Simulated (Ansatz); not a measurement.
Cost and result for the atomization energy of AlFGeH2O, SMILES `[F][GeH]1[O][AlH]1` (6 atoms, 6 bonds).

Charge 0, multiplicity 1. Correlated methods include outer-core shells of Ge, which these sets cover unevenly. Scalar relativity is left out up to krypton. The structure was optimised at the PBE0-D4/def2-TZVP level. Program: Ansatz. All runs use 2 threads of an Arm Neoverse N1 on a shared host. Times are those of one run each, without the atoms' runs, and a repeat can differ threefold. Electronic energies, without spin–orbit coupling; frozen cores. CCSD(T)/CBS adds CCSD(T) − MP2 in def2-TZVPP to the MP2 limit, and its time is that of the two runs behind it. T1 = 0.016. With those shells the extrapolation isn't a true limit. B3LYP takes the VWN-RPA correlation (the form of Gaussian; ORCA's B3LYP/G).

CCSD(T)/CBS is a level of theory with its own doubt, some kJ/mol a heavy atom from the limit and from the frozen cores, so smaller differences don't rank the functionals.

```
                            level  functions  wall time
           LDA (SPW92)/def2-TZVPP        180        2 s
             revPBE-D4/def2-TZVPP        180      3.6 s
               BLYP-D4/def2-TZVPP        180      3.6 s
  PBE-D4/def2-TZVPP (with forces)        180      4.5 s
              BHLYP-D4/def2-TZVPP        180        6 s
B3LYP-D4/def2-TZVPP (with forces)        180        7 s
                 CCSD(T)/def2-SVP         88        7 s
            r2SCANh-D4/def2-TZVPP        180       11 s
               ωB97X-V/def2-TZVPP        180       16 s
                B97M-V/def2-TZVPP        180       17 s
                   MP2/def2-QZVPP        333       33 s
               CCSD(T)/def2-TZVPP        180    2.2 min
                CCSD(T)/CBS(def2)          –    2.8 min
```

Task: What atomization energy does each give, and how far from CCSD(T)/CBS? (Estimate.)

Result: The calculation gave: 
| level | atomization (kJ/mol) | difference from CCSD(T)/CBS | per bond |
| --- | --- | --- | --- |
| LDA (SPW92)/def2-TZVPP | 2193.0 | 307.9 | 51.3 |
| revPBE-D4/def2-TZVPP | 1834.0 | -51.1 | -8.5 |
| BLYP-D4/def2-TZVPP | 1864.0 | -21.1 | -3.5 |
| PBE-D4/def2-TZVPP (with forces) | 1900.4 | 15.3 | 2.5 |
| BHLYP-D4/def2-TZVPP | 1753.2 | -131.9 | -22.0 |
| B3LYP-D4/def2-TZVPP (with forces) | 1841.7 | -43.4 | -7.2 |
| CCSD(T)/def2-SVP | 1704.7 | -180.4 | -30.1 |
| r2SCANh-D4/def2-TZVPP | 1860.3 | -24.8 | -4.1 |
| ωB97X-V/def2-TZVPP | 1881.4 | -3.7 | -0.6 |
| B97M-V/def2-TZVPP | 1903.3 | 18.2 | 3.0 |
| MP2/def2-QZVPP | 1932.8 | 47.7 | 7.9 |
| CCSD(T)/def2-TZVPP | 1825.3 | -59.8 | -10.0 |
| CCSD(T)/CBS(def2) | 1885.1 | 0.0 | 0.0 |

In def2-TZVPP, CCSD(T) changes the Hartree–Fock value by +594.8 kJ/mol (the triples alone add +46.1 kJ/mol) and MP2 by +665.9 kJ/mol; breaking electron pairs costs correlation energy, which Hartree–Fock lacks. From PBE to PBE0 (25 % exact exchange), in def2-TZVPP and without D4, the atomization energy moves by −68.3 kJ/mol: exact exchange takes away binding that semilocal exchange gives to molecules. At CCSD(T), def2-SVP lies −180.3 kJ/mol from the extrapolated value and def2-TZVPP −59.8 kJ/mol: correlation converges slowly with the basis, and small sets miss more of it in the bonded molecule than in its fragments.
